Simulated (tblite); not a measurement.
Species: C₆H₁₁NSSe.
Atom-mapped SMILES: `[CH3:1][Se:2][C:3]([CH3:4])([CH3:5])[C@H:6]([SH:7])[C:8]#[N:9]` (hydrogens: H10, H11, H12 on C1; H13, H14, H15 on C4; H16, H17, H18 on C5; H19 on C6; H20 on S7)

Computed with GFN2-xTB (tblite), gas phase: L-BFGS steps from a force-field or distance-geometry start until the largest atomic force falls under 0.01 eV/Å.

Geometry at step 69:
```
atom  x, y, z in Å
C1      2.5819    1.0487   -0.2750
Se2     1.4112    0.5328    1.2112
C3     -0.1063   -0.3053    0.1808
C4      0.4214   -1.3866   -0.7531
C5     -1.0276   -0.8993    1.2394
C6     -0.8197    0.7839   -0.6310
S7     -1.5050    2.1391    0.4075
C8     -1.9021    0.2686   -1.4265
N9     -2.7876   -0.1214   -2.0386
H10     3.5824    1.2174    0.1319
H11     2.2133    1.9746   -0.7257
H12     2.6131    0.2306   -0.9914
H13     0.8955   -0.9596   -1.6364
H14     1.1464   -2.0056   -0.2282
H15    -0.3918   -2.0386   -1.0694
H16    -1.9858   -1.1949    0.8082
H17    -0.5614   -1.7754    1.6854
H18    -1.2052   -0.1783    2.0401
H19    -0.1071    1.2804   -1.2956
H20    -2.4706    1.3995    0.9537
```

**Question.** Give the atomic forces at this geometry.

**Answer.** 
| atom | Fx (eV/Å) | Fy (eV/Å) | Fz (eV/Å) |
| --- | --- | --- | --- |
| C1 | 0.041 | 0.118 | 0.063 |
| Se2 | 0.202 | 0.048 | -0.071 |
| C3 | -0.103 | -0.071 | 0.027 |
| C4 | -0.010 | -0.076 | 0.035 |
| C5 | -0.036 | -0.046 | 0.102 |
| C6 | -0.018 | 0.043 | -0.026 |
| S7 | -0.054 | 0.029 | 0.000 |
| C8 | -0.089 | -0.090 | -0.094 |
| N9 | 0.135 | 0.031 | 0.127 |
| H10 | -0.233 | -0.031 | -0.013 |
| H11 | 0.075 | -0.185 | 0.024 |
| H12 | 0.054 | 0.117 | 0.011 |
| H13 | -0.068 | -0.070 | 0.001 |
| H14 | 0.047 | 0.004 | 0.018 |
| H15 | -0.040 | 0.086 | -0.099 |
| H16 | 0.063 | -0.007 | -0.029 |
| H17 | 0.019 | -0.023 | -0.010 |
| H18 | -0.014 | -0.034 | -0.017 |
| H19 | 0.030 | 0.058 | -0.034 |
| H20 | -0.002 | 0.098 | -0.016 |

The largest, 0.24 eV/Å, acts on H10; the rms over all components is 0.075 eV/Å. The forces sum to zero within rounding, as they must for an isolated molecule in no field.

**Question.** Give the force on H10 in Eh/bohr and in nN.

**Answer.** 0.235 eV/Å ÷ 51.422 = 0.00458 Eh/bohr, and 0.235 eV/Å × 1.602 = 0.38 nN.

**Question.** How far is this geometry from the end of the optimisation?

**Answer.** 0.045 eV above it, and 0.245 Å rms away after alignment. The bonds farthest from their final lengths, with half the difference of the two atoms' forces along the bond (positive lengthens):

| bond | now (Å) | final (Å) | force along bond (eV/Å) |
| --- | --- | --- | --- |
| C1–Se2 | 1.961 | 1.949 | -0.09 |
| C1–H11 | 1.094 | 1.087 | -0.13 |
| Se2–C3 | 2.017 | 2.023 | +0.11 |
| C1–H10 | 1.093 | 1.087 | -0.15 |
| C3–C6 | 1.534 | 1.538 | +0.03 |
| S7–H20 | 1.333 | 1.331 | -0.04 |

The angle farthest from its final value is Se2–C1–H10, 107.8° against 105.8°.

What follows is the cost of the whole relaxation. On one thread of an Arm Neoverse V1, no GPU, shared host with 32 logical CPUs at a one-minute load of 8.7, this took 1.7 s.
